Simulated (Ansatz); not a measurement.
Ideal-gas functions of `C[O][Zr]([Cl])([Cl])[Cl]` at 298.15 K and 1 bar, from an Ansatz frequency run at PBE0-D4/def2-TZVP.

Molar mass 228.62 g/mol, point group C3v (symmetry number 3), electronic degeneracy 1, moments of inertia 529.57, 545.389, 545.528 u Å². Harmonic wavenumbers (cm⁻¹, unscaled): 44, 58, 58, 96, 96, 106, 199, 199, 374, 418, 419, 556, 1175, 1175, 1217, 1474, 1486, 1486, 3040, 3122, 3122.

Use S(trans) = R[1.5 ln M + 2.5 ln T − 1.1517]; rotational temperatures θ = 24.2544 K / I; S(rot) = R[ln(√π/σ · √(T³/θAθBθC)) + 1.5]; for each mode x = 1.438777 ν̃/T, S = R[x/(eˣ − 1) − ln(1 − e⁻ˣ)] and H = RT x/(eˣ − 1); 1 cm⁻¹ = 0.0119627 kJ/mol; R = 8.31446 J/(mol·K).

Question: By hand: the entropy, in J/(mol·K).

Answer: Translation 176.6. Rotation: θ = 0.0458, 0.0445, 0.0445 K, giving 117.9. Vibration, mode by mode: 21.21, 18.93, 18.93, 14.79, 14.79, 13.98, 8.96, 8.96, 4.45, 3.76, 3.75, 2.23, 0.19, 0.19, 0.16, 0.05, 0.05, 0.05, 0.00, 0.00, 0.00, in all 135.4. Electronic 0.0. Sum 429.9 J/(mol·K).

Question: By hand: H − E and G − E in kJ/mol, counted from the electronic energy.

Answer: Zero-point energy ½ × 19920 × 0.0119627 = 119.1; thermal vibration 18.4; translation, rotation and pV give 4 RT = 9.9. H − E = 147.4 kJ/mol, and G − E = 147.4 − 298.15 × 429.9/1000 = 19.2 kJ/mol.

Vibration gives 31 % of the entropy, 102.6 J/(mol·K) of it from the modes under 150 cm⁻¹: soft modes count most, and the harmonic formula is weakest for them. The sum counts one conformer and one mirror image; others add a mixing term.
